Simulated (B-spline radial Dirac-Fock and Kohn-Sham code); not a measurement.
**Satellites and hypersatellites of the K lines of Ge¹⁸⁺**

System: the Ge¹⁸⁺ ion in the configuration [Ne] 3s2 3p2.

Input of the calculation (task.json; shells as n, l, electrons):

```json
{"items": [{
  "Z": 32,
  "q": 18,
  "cfg": [[1, 0, 2], [2, 0, 2], [2, 1, 6], [3, 0, 2], [3, 1, 2]],
  "A": 74,
  "rrms": 4.0742,
  "do": ["binding", "quiet", "double"]
}]}
```

Launch: `python xray_run.py task.json out`

Model: Dirac-Fock energy differences between relaxed states, corrected for Breit and QED terms. Program: a B-spline atomic structure program. Each two-hole energy is an average over J within one jj subconfiguration, not an observable level; in light atoms, where LS coupling holds, the j-resolved values are not observed lines, and for a K spectator the Kα1 hypersatellite is nearly forbidden. The model has no electron correlation.

Lines without a spectator: Kα2 (K-L2) 9878.3 eV, Kα1 (K-L3) 9910.3 eV. Shifts in eV with one spectator hole (a dash: not computed, or left out as unreliable):

```csv
spectator hole,Kα2,Kα1
K (1s),+345.3,+349.5
L2 (2p1/2),+36.8,+45.2
L3 (2p3/2),+41.0,+39.8
```
